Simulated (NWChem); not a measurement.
Species: Si2H3Br, singlet; SMILES [SiH3][Si]Br

All runs: NWChem. Pople sets run with spherical d functions. Medium grid unless said otherwise, to which SCAN and Minnesota functionals are sensitive. Low-valent species are run as closed-shell singlets; no triplet was tried in these runs. Geometry: optimised at PBE0/def2-SVP. Hybrids' shares of exact exchange are those that their runs print; pure functionals count as 0. The functionals differ in more than this share.

| row | share of exact exchange | orbital gap (eV) |
|---|---|---|
| PBE/6-31G* | 0.00 | 1.39 |
| MN15-L/6-31G* | 0.00 | 1.77 |
| B3LYP/6-31G* | 0.20 | 2.81 |
| B97-2/6-31G* | 0.21 | 2.92 |
| PBE0/6-31G* | 0.25 | 3.14 |
| PW6B95/6-31G* | 0.28 | 3.25 |
| MPW1K/6-31G* | 0.43 | 4.43 |
| MN15/6-31G* | 0.44 | 4.08 |
| BHandHLYP/6-31G* | 0.50 | withheld |

Fit a straight line of the last column on the one before it, predict the withheld value, and compare with the run.


1. Means of the 8 shown rows: x = 0.226, y = 2.974. Slope Σ(x − x̄)(y − ȳ)/Σ(x − x̄)² = 1.188/0.1940 = 6.123; intercept 1.588.
2. The shown rows scatter about the line by 0.142 (root mean square); the largest residual is +0.21, at MPW1K/6-31G*.
3. At x = 0.50 (BHandHLYP/6-31G*; beyond the shown range) the line gives 4.65.
4. The run gives 4.94, +0.29 from the line, 2.0 times the scatter.
